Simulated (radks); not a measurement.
B, configuration [He] 2s2 2p1. Calculated with a radial shooting solver on a logarithmic mesh with Libxc functionals: non-relativistic Kohn-Sham, Slater X-alpha with alpha = 0.797, spin-polarised, spherical densities, point nucleus; open shells are filled with parallel spins first.

X-ray form factor f0, the Fourier transform of the density (f0(0) = 5):

sin(theta)/lambda (1/angstrom),f0 (electrons)
0.05,4.733
0.1,4.089
0.15,3.361
0.2,2.747
0.25,2.303
0.3,2.008
0.4,1.690
0.5,1.526
0.6,1.398
0.8,1.143
1,0.898
1.25,0.644
1.5,0.457
2,0.235
